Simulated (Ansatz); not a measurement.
`C=N[SiH](C)Cl` + `N=[C](O)[GeH3]` → `C[SiH](Cl)[GeH3]` + `C=NC(=N)O`  (formal exchange of groups at the Si–N bond)

Calculated with Ansatz (gas phase, PBE0-D4/def2-TZVP geometries, no zero-point term in ΔE). CBS: MP2 limit from def2 TZ/QZ plus the TZ coupled-cluster correction, frozen cores. For Ge outer-core shells are correlated without core-valence functions, which leaves a few kJ/mol of doubt a bond. Scalar relativity is left out up to krypton. One conformer a species, not always the lowest.

```json
{"species": "`C=N[SiH](C)Cl`", "HF/CBS(def2) energy (Eh)": "-882.29171"}
{"species": "`N=[C](O)[GeH3]`", "HF/CBS(def2) energy (Eh)": "-2245.56682"}
{"species": "`C[SiH](Cl)[GeH3]`", "HF/CBS(def2) energy (Eh)": "-2865.92040"}
{"species": "`C=NC(=N)O`", "HF/CBS(def2) energy (Eh)": "-261.92199"}
```

Problem. Work out ΔE.

Solution. ΔE = (-2865.92040) + (-261.92199) − (-882.29171) − (-2245.56682) = 0.01614 Eh = +10.1 kcal/mol. CCSD(T)/CBS gives +9.7 kcal/mol.

Largest T1 diagnostic among the species: 0.015.
